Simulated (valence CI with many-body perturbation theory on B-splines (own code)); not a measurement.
## Tm XXXVIII: electric-dipole lines

Level of theory: valence CI with perturbative core correlation (CI+MBPT): four valence electrons over a frozen Dirac-Fock core [Ar] 3d10, a basis of 11 s, 11 p, 9 d, 7 f, 5 g, 2 h, 1 i functions for each j, with the one-electron correlation potential Σ1 (screened to all orders), the two-electron term Σ2, the three-electron term Σ3, Breit, model QED; selected single and double excitations, second order for the rest (own B-spline code, finite nucleus).

The last digits are not significant, and no measured levels were compared; by estimate large intervals hold to a few tenths of a per cent, small ones and those within an open d or f shell to about a per cent.

Lines 101 to 150 of 243 in falling wavelength, among levels below 29.242 Ry, chosen from the strongest by gf and those to the six lowest levels. Wavelengths and rates use the calculated energies. Electric multipoles are in the length gauge, E1 and E2 with the static RPA response of the core. Weak lines are less certain than strong ones. Lines between different terms over intervals too small for the method are left out, as are lines whose strength nearly cancels. Where a level lies close to another of its J and parity, the split of strength between their lines is uncertain. The highest levels of a list are the least certain.

Levels are named by their leading jj configuration (3d3/2^4 stands for four electrons in 3d with j = 3/2), which in mixed levels can hold well under half, so a name can repeat and another be missing. Letters in brackets count levels of one name in rising energy.

| λ vac (Å) | Upper | Lower | A (s⁻¹) | log gf | Branch % |
| --- | --- | --- | --- | --- | --- |
| 80.26 | (4s 4p1/2 4p3/2 4d5/2) J=1 [a] | (4s^2 4p1/2 4d5/2) J=2 | 5.83e+10 | -0.77 | 17.4 |
| 80.16 | (4s 4p1/2 4p3/2 4d5/2) J=0 | (4s 4p1/2 4p3/2^2) J=1 [b] | 1.64e+11 | -0.80 | 25.9 |
| 80.15 | (4s 4p1/2 4p3/2 4d3/2) J=2 [b] | (4s^2 4p1/2 4d3/2) J=2 | 1.60e+11 | -0.11 | 76.5 |
| 80.14 | (4s 4p1/2 4p3/2 4d5/2) J=3 [a] | (4s 4p1/2 4p3/2^2) J=3 | 5.51e+10 | -0.43 | 20.1 |
| 80.04 | (4s^2 4p3/2 4d5/2) J=1 | (4s^2 4p3/2^2) J=0 | 2.31e+10 | -1.18 | 5.4 |
| 79.93 | (4s 4p1/2 4p3/2 4d5/2) J=2 [d] | (4s 4p1/2 4p3/2^2) J=2 [b] | 3.59e+10 | -0.76 | 6.8 |
| 79.89 | (4s 4p1/2 4p3/2 4d5/2) J=3 [d] | (4s 4p1/2 4p3/2^2) J=2 [b] | 1.00e+10 | -1.17 | 1.8 |
| 79.59 | (4s 4p1/2 4p3/2 4d3/2) J=1 [e] | (4s^2 4p1/2 4d3/2) J=1 | 1.46e+11 | -0.38 | 13.4 |
| 79.54 | (4s 4p1/2^2 4d5/2) J=3 | (4s 4p1/2^2 4p3/2) J=2 | 1.50e+11 | 0.00 | 89.1 |
| 79.43 | (4s 4p1/2 4p3/2 4d3/2) J=2 [d] | (4s 4p1/2 4p3/2^2) J=3 | 4.98e+10 | -0.63 | 9.8 |
| 79.40 | (4s 4p1/2 4p3/2 4d3/2) J=3 [b] | (4s^2 4p1/2 4d3/2) J=2 | 4.85e+10 | -0.49 | 62.2 |
| 79.20 | (4s 4p1/2 4p3/2 4d5/2) J=2 [c] | (4s 4p1/2 4p3/2^2) J=1 [a] | 2.14e+10 | -1.00 | 2.2 |
| 79.19 | (4s 4p1/2 4p3/2^2) J=0 | (4s^2 4p1/2 4p3/2) J=1 | 1.48e+11 | -0.86 | 100.0 |
| 79.05 | (4s^2 4p1/2 4d5/2) J=2 | (4s^2 4p1/2 4p3/2) J=2 | 9.65e+09 | -1.34 | 3.0 |
| 79.02 | (4s 4p1/2 4p3/2 4d5/2) J=2 [a] | (4s 4p1/2 4p3/2^2) J=2 [a] | 1.30e+11 | -0.21 | 63.4 |
| 78.87 | (4s 4p1/2^2 4d5/2) J=2 [a] | (4s 4p1/2^2 4p3/2) J=2 | 1.12e+11 | -0.28 | 68.9 |
| 78.85 | (4s 4p1/2 4p3/2 4d3/2) J=1 [c] | (4s 4p1/2 4p3/2^2) J=2 [a] | 6.19e+10 | -0.76 | 12.4 |
| 78.65 | (4s 4p1/2 4p3/2 4d5/2) J=2 [b] | (4s 4p1/2 4p3/2^2) J=3 | 1.34e+11 | -0.21 | 33.8 |
| 78.50 | (4s 4p1/2 4p3/2 4d5/2) J=1 [b] | (4s 4p1/2 4p3/2^2) J=1 [a] | 2.70e+11 | -0.13 | 53.0 |
| 78.44 | (4s^2 4p1/2 4d5/2) J=3 | (4s^2 4p1/2 4p3/2) J=2 | 2.42e+11 | 0.19 | 98.4 |
| 78.24 | (4p1/2^2 4p3/2^2) J=0 | (4s 4p1/2^2 4p3/2) J=1 | 2.55e+11 | -0.63 | 78.5 |
| 78.21 | (4s 4p1/2^2 4p3/2) J=1 | (4s^2 4p1/2^2) J=0 | 1.84e+11 | -0.30 | 85.8 |
| 78.17 | (4s 4p1/2 4p3/2 4d5/2) J=1 [a] | (4s 4p1/2 4p3/2^2) J=0 | 2.17e+11 | -0.23 | 64.8 |
| 78.11 | (4s 4p1/2 4p3/2 4d5/2) J=2 [c] | (4s^2 4p1/2 4d5/2) J=2 | 3.30e+10 | -0.82 | 3.4 |
| 78.06 | (4s 4p1/2 4p3/2 4d5/2) J=3 [b] | (4s 4p1/2 4p3/2^2) J=3 | 1.35e+11 | -0.06 | 49.7 |
| 78.05 | (4s 4p1/2 4p3/2 4d5/2) J=2 [e] | (4s 4p1/2 4p3/2^2) J=1 [b] | 9.12e+10 | -0.38 | 11.6 |
| 78.04 | (4s 4p1/2 4p3/2 4d5/2) J=4 [b] | (4s 4p1/2 4p3/2^2) J=3 | 1.56e+11 | 0.11 | 86.0 |
| 78.03 | (4s 4p1/2^2 4d5/2) J=2 [b] | (4s 4p1/2^2 4p3/2) J=1 | 3.14e+11 | 0.16 | 76.8 |
| 78.00 | (4s 4p1/2 4p3/2 4d5/2) J=2 [d] | (4s 4p1/2 4p3/2^2) J=1 [a] | 1.32e+11 | -0.22 | 24.9 |
| 77.96 | (4s 4p1/2 4p3/2^2) J=1 [a] | (4s^2 4p1/2 4p3/2) J=2 | 5.21e+10 | -0.85 | 17.1 |
| 77.88 | (4s 4p1/2 4p3/2 4d5/2) J=0 | (4s 4p1/2 4p3/2^2) J=1 [a] | 2.53e+11 | -0.64 | 39.9 |
| 77.84 | (4s 4p1/2 4p3/2 4d3/2) J=1 [d] | (4s 4p1/2 4p3/2^2) J=2 [a] | 6.19e+10 | -0.77 | 21.7 |
| 77.72 | (4s 4p1/2 4p3/2 4d5/2) J=2 [e] | (4s 4p1/2 4p3/2^2) J=2 [b] | 6.03e+10 | -0.56 | 7.7 |
| 77.63 | (4s 4p1/2 4p3/2 4d3/2) J=1 [b] | (4s^2 4p1/2 4d3/2) J=2 | 3.84e+10 | -0.98 | 5.2 |
| 77.53 | (4s 4p1/2 4p3/2 4d5/2) J=2 [d] | (4s^2 4p1/2 4d5/2) J=3 | 2.50e+11 | 0.05 | 47.2 |
| 77.52 | (4s 4p1/2 4p3/2 4d3/2) J=0 [b] | (4s^2 4p1/2 4d3/2) J=1 | 2.53e+11 | -0.64 | 27.1 |
| 77.49 | (4s 4p1/2 4p3/2 4d5/2) J=3 [d] | (4s^2 4p1/2 4d5/2) J=3 | 2.73e+10 | -0.77 | 5.0 |
| 77.43 | (4s 4p1/2 4p3/2 4d5/2) J=1 [b] | (4s^2 4p1/2 4d5/2) J=2 | 1.47e+11 | -0.40 | 28.8 |
| 77.16 | (4s 4p1/2 4p3/2 4d5/2) J=3 [e] | (4s 4p1/2 4p3/2^2) J=2 [b] | 3.79e+11 | 0.37 | 45.6 |
| 77.15 | (4s^2 4p1/2 4d5/2) J=2 | (4s^2 4p1/2 4p3/2) J=1 | 3.13e+11 | 0.15 | 96.5 |
| 77.12 | (4s^2 4p1/2 4f7/2) J=4 | (4s^2 4p1/2 4d5/2) J=3 | 4.31e+11 | 0.54 | 98.1 |
| 76.90 | (4s 4p1/2 4p3/2 4d5/2) J=3 [d] | (4s^2 4p1/2 4d5/2) J=2 | 4.39e+11 | 0.44 | 81.0 |
| 76.68 | (4s 4p1/2 4p3/2 4d3/2) J=1 [c] | (4s^2 4p1/2 4d3/2) J=2 | 1.82e+11 | -0.32 | 36.4 |
| 76.54 | (4s 4p1/2 4p3/2 4d5/2) J=3 [a] | (4s 4p1/2 4p3/2^2) J=2 [a] | 1.32e+11 | -0.09 | 48.1 |
| 76.47 | (4s 4p1/2 4p3/2 4d5/2) J=2 [f] | (4s 4p1/2 4p3/2^2) J=1 [b] | 2.59e+11 | 0.06 | 28.6 |
| 76.34 | (4p1/2 4p3/2^3) J=1 | (4s 4p1/2 4p3/2^2) J=1 [b] | 5.37e+11 | 0.15 | 49.8 |
| 76.18 | (4s 4p1/2 4p3/2 4d5/2) J=3 [c] | (4s 4p1/2 4p3/2^2) J=3 | 4.88e+10 | -0.53 | 12.6 |
| 76.15 | (4s 4p1/2 4p3/2 4d5/2) J=2 [f] | (4s 4p1/2 4p3/2^2) J=2 [b] | 5.26e+11 | 0.36 | 58.1 |
| 76.12 | (4s 4p1/2 4p3/2^2) J=2 [b] | (4s^2 4p1/2 4p3/2) J=2 | 4.38e+11 | 0.28 | 83.9 |
| 76.12 | (4s 4p1/2 4p3/2^2) J=1 [a] | (4s^2 4p1/2 4p3/2) J=1 | 1.68e+11 | -0.36 | 55.1 |
